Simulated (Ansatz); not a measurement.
Reactions of C₃H₄S (`SC1=CC1`).

Gas-phase electronic energies from Ansatz, PBE0-D4/def2-TZVP geometries. CCSD(T)/CBS is the MP2 limit (def2-TZVPP, def2-QZVPP) plus CCSD(T) − MP2 in def2-TZVPP, frozen cores. This one scheme is used for every species, atoms too. Functionals use def2-TZVPP. B3LYP here is the variant with VWN-RPA as its local correlation; programs differ in this. No spin–orbit coupling; open shells (•) take unrestricted orbitals. Spin–orbit coupling would lower the free atoms: a little for C, S. One conformer a species, not always the lowest.

| reaction | ωB97M-V (eV) | B3LYP-D4 (eV) | HF/CBS(def2) (eV) | CCSD/CBS(def2) (eV) |
| --- | --- | --- | --- | --- |
| `SC1=CC1` → 3 C• + 4 H• + S• | 32.47 | 32.29 | 22.83 | 31.55 |
| `SC1=CC1` → `C#CSC` | -0.55 | -0.61 | -0.76 | -0.64 |
| `SC1=CC1` + CH₃OH → `COC1=CC1` + H₂S | 0.15 | 0.17 | 0.10 | 0.21 |
| `SC1=CC1` + `O[SiH3]` → `[SiH3]OC1=CC1` + H₂S | 0.37 | 0.37 | 0.30 | 0.41 |
| `SC1=CC1` → `C=C=CS` | -0.72 | -0.86 | -0.88 | -0.74 |
| `SC1=CC1` → `C=CC=S` | -1.34 | -1.51 | -1.60 | -1.43 |
| `SC1=CC1` → `C#CCS` | -0.53 | -0.55 | -0.81 | -0.65 |

Task: Give the CCSD(T)/CBS values in the same order. (Best estimate.)

Result: Ansatz gave: 32.19, -0.64, 0.22, 0.43, -0.74, -1.47, -0.62 eV.

Largest T1 diagnostic: 0.016, for `C=CC=S`.
